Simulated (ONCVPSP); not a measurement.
**Pseudopotential generation for strontium (Sr): ONCV, LDA (Perdew-Zunger), fully relativistic.**

* Element: strontium (Sr)
* Generator: ONCVPSP 4.0.1
* Type: optimised norm-conserving Vanderbilt (ONCV)
* Functional: LDA (Perdew-Zunger)
* Relativity: fully relativistic
* Frozen core: [Ar] 3d10
* Valence charge: 10
* Reference configuration: 4s2 4p6 5s1.75 5p0.25
* Partial waves: 4s+5s: rc 2.40 bohr, ncon 4, nbas 8, qcut 3.9 1/bohr, 2 projectors; 4p+5p: rc 2.80 bohr, ncon 4, nbas 8, qcut 6.2 1/bohr, 2 projectors; d scattering state at 0.25 Ha: rc 2.15 bohr, ncon 4, nbas 6, qcut 4.9 1/bohr, 1 projector
* Local potential: polynomial inside 1.40 bohr (lpopt 5, dvloc0 6 Ha)
* Core correction: Teter function, fcfact 4, rcfact 1.35

Open shells are filled in proportion to 2j + 1.

In the d channel the program set the typed energies aside and used 0.050 Ha (j = l + 1/2; the other j can differ).

All-electron outer shells of the reference configuration (LDA (Perdew-Zunger), scalar-relativistic, ld1.x):

```csv
shell,level (eV),outermost node (bohr),outermost maximum (bohr)
3d,-128.58,–,0.38
4s,-41.26,0.59,1.19
4p,-23.19,0.61,1.32
5s,-3.83,1.65,3.58
5p,-1.48,1.96,4.83
```

What the tests gave:

```
Cutoffs needed             : 8.8 Ha and 11 Ha (the cutoffs (Ha) at which the residual kinetic energy of the hardest occupied pseudo-wave falls to 1 and 0.1 mHa per electron)
Ghost test                 : no bound ghost flagged; GHOST(+) flagged for s at 196.8 eV
Largest excitation error   : -3.1 meV (all-electron minus pseudo) for 4s2 4p6 5s0 5p0, out of 4 test configurations
rms error of d²Exc/dni dnj : 6.63 mHa without and 3.05 mHa with the model core
```

Generation and tests took about 6.2 s on one core of a shared server CPU.
